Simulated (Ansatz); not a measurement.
**Pulling the pair apart**

The pair of Cl⁻ (SMILES [Cl-], atom 1) and SbH3 (SMILES [SbH3], atoms 2–5), both closed shells, in one local arrangement (a lower one may exist), relaxed at PBE0-D4/def2-TZVPD:

| atom | x (Å) | y (Å) | z (Å) |
| --- | --- | --- | --- |
| Cl1 | -0.8962 | -0.6679 | -2.4230 |
| Sb2 | -0.1350 | -0.4754 | 0.4291 |
| H3 | 0.5140 | 0.0939 | 2.0022 |
| H4 | -0.8400 | 1.0682 | 0.2523 |
| H5 | 1.3573 | -0.0188 | -0.2607 |

SbH3 is shifted rigidly along the line between the mean atom positions of the two fragments (negative: closer). Counterpoise interaction energies in kcal/mol. Program: Ansatz 0.2.0. Basis: def2-TZVPPD. Cores are frozen in the correlated methods. Filled d shells of the heavier atoms are correlated. Core potentials replace the inner electrons of the atoms past krypton. The def2 sets are not built for correlating such inner shells, so the correlated values are less sure here. B3LYP uses VWN-RPA correlation.

```
shift (Å)  PBE-D4  r2SCAN-D4  B3LYP-D4
    -0.30  -12.84     -12.14    -10.73
    -0.15  -15.33     -14.55    -13.63
     0.00  -16.10     -15.28    -14.74
     0.15  -15.85     -15.03    -14.78
     0.35  -14.64     -13.83    -13.87
     0.74  -11.56     -10.80    -11.14
     1.48   -6.71      -6.07     -6.52
     2.96   -2.56      -2.17     -2.62
```

(1) What does CCSD(T) give at these shifts? (Judge from chemistry; the value comes from the calculation.)

T1 diagnostic: at most 0.014.

Answers

(1) Computed: -8.27, -11.18, -12.37, -12.52, -11.80, -9.45, -5.50, -2.07 kcal/mol. For zero shift, CCSD(T) at an estimated basis limit (MP2 extrapolated from triple and quadruple zeta, plus CCSD(T) − MP2 in triple zeta) gives -14.53 kcal/mol. These are counterpoise interaction energies, counted from the two frozen fragments.

For scale, one of the runs: CCSD(T)/def2-TZVPPD, 158 basis functions, launched by `ansatz run in.yaml --threads 2 --pin off --events-out ev --progress --plain --max-ram 5222MiB`. The run took 27 s on 2 CPU threads of an Arm Neoverse V2 (shared host), with 1.2 GiB of host memory at its peak.
